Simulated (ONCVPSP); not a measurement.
# Before and after: ONCV potential for Rh

ONCVPSP 4.0.1 input, shortened (lines: element, Z, core and valence counts, functional; n l f; lmax; l rc ep ncon nbas qcut; lloc lpopt rc5 dvloc0; l nproj debl; icmod fcfact rcfact), LDA (Perdew-Wang 92), fully relativistic:

```
  Rh 45.00    8    3  -001012      upf
    1    0    2.00
    2    0    2.00
    2    1    6.00
    3    0    2.00
    3    1    6.00
    3    2   10.00
    4    0    2.00
    4    1    6.00
    4    2    8.00
    5    0    0.50
    5    1    0.50
    2
    0    2.85    0.00    5    9    2.80
    1    3.25    0.00    3    6    2.10
    2    2.20    0.00    3    8    5.80
    4    3    2.10    1.00
    0    2    2.10
    1    1    1.50
    2    3    3.50
    2    0.20    0.95
```

Open shells are filled in proportion to 2j + 1.

All-electron outer shells of the reference configuration (LDA (PZ), scalar-relativistic, ld1.x):

```json
{"shell": "4s", "level (eV)": "-83.45", "outermost node (bohr)": "0.47", "outermost maximum (bohr)": "0.88"}
{"shell": "4p", "level (eV)": "-51.44", "outermost node (bohr)": "0.47", "outermost maximum (bohr)": "0.94"}
{"shell": "4d", "level (eV)": "-7.02", "outermost node (bohr)": "0.46", "outermost maximum (bohr)": "1.15"}
{"shell": "5s", "level (eV)": "-5.22", "outermost node (bohr)": "1.19", "outermost maximum (bohr)": "2.60"}
{"shell": "5p", "level (eV)": "-1.49", "outermost node (bohr)": "1.35", "outermost maximum (bohr)": "3.69"}
```

Change: local potential polynomial inside 2.10 bohr (lpopt 3, dvloc0 -2 Ha).

Cutoffs: the cutoffs (Ha) at which the residual kinetic energy of the hardest occupied pseudo-wave falls to 1 and 0.1 mHa per electron; they do not see the model core or the augmentation charge, which bear on the density cutoff. Errors are all-electron minus pseudo energies relative to the spin-unpolarised reference configuration.

**Question.** What does the change do?

**Answer.** The potential gets neither clearly harder nor softer (14 Ha and 17 Ha → 14 Ha and 17 Ha); the lowest positive-energy flag moves from s at 80.7 eV to p3/2 at 9.5 eV; the errors of the 3 common tests hardly move; the range in which the s phases agree narrows (upper end 2.8 → 1.0); neither file shows a bound ghost.

| quantity | base | changed |
| --- | --- | --- |
| cutoff, loose | 14 Ha | 14 Ha |
| cutoff, tight | 17 Ha | 17 Ha |
| bound ghosts | none | none |
| GHOST(+) flags under 300 eV | s at 80.7 eV | p3/2 at 9.5 eV, p1/2 at 10.6 eV, s at 28.4 eV |
| tests with a reliable result | 3 of 4 | 3 of 4 |
| error for 4d8 5s1 5p0, meV [ΔE -1.83 eV] | +0.4 | +0.5 |
| error for 4d8 5s0 5p0, meV [ΔE 5.95 eV] | -1.8 | -1.7 |
| error for 4d8 5s0.5 5p0, meV [ΔE 1.24 eV] | -0.1 | -0.1 |
| s: phases at 2.90 bohr within 0.05 rad from the reference energy up to (Ha; the scan ends near 5) | 2.8 | 1.0 |
| p3/2: phases at 3.29 bohr within 0.05 rad from the reference energy up to (Ha; the scan ends near 5) | n/a | n/a |
| p1/2: phases at 3.29 bohr within 0.05 rad from the reference energy up to (Ha; the scan ends near 5) | 0.6 | 0.3 |
| d5/2: phases at 2.23 bohr within 0.05 rad from the reference energy up to (Ha; the scan ends near 5) | to the end of the scan | to the end of the scan |
| d3/2: phases at 2.23 bohr within 0.05 rad from the reference energy up to (Ha; the scan ends near 5) | to the end of the scan | to the end of the scan |
| rms error of d²Exc/dni dnj with the model core, mHa | 5.43 | 5.43 |

Base: The cutoffs count occupied waves only; projector 3 of the d channel, the hardest unoccupied one, needs 54 Ha at the loose tolerance. Changed file: The cutoffs count occupied waves only; projector 3 of the d channel, the hardest unoccupied one, needs 54 Ha at the loose tolerance.
